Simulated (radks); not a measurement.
The numbers below are computed, except where a source is named.
Isoelectronic series with 4 electrons, all held in the configuration [He] 2s2, which need not be the ground one along the series. Code: a radial shooting solver on a logarithmic mesh with Libxc functionals. Model: Dirac Kohn-Sham, PBE, spin-unpolarised, spherical densities, finite nucleus; Fermi nuclear charge, rms radius of each element as measured or else 0.836 A^(1/3) + 0.57 fm. Total energies (hartree) and orbital eigenvalues (hartree):

| ion | E (hartree) | 2s1/2 | 1s1/2 |
|---|---|---|---|
| Be | -14.63287 | -0.20615 | -3.90322 |
| B+ | -24.30114 | -0.71701 | -7.11553 |
| C2+ | -36.47795 | -1.48388 | -11.33855 |
| N3+ | -51.16299 | -2.50351 | -16.56754 |
| O4+ | -68.35793 | -3.77496 | -22.80148 |
| F5+ | -88.06536 | -5.29804 | -30.04059 |
| Ne6+ | -110.28849 | -7.07283 | -38.28564 |
| Mg8+ | -162.29726 | -11.37872 | -57.79838 |
| Al9+ | -192.09176 | -13.91065 | -69.06905 |
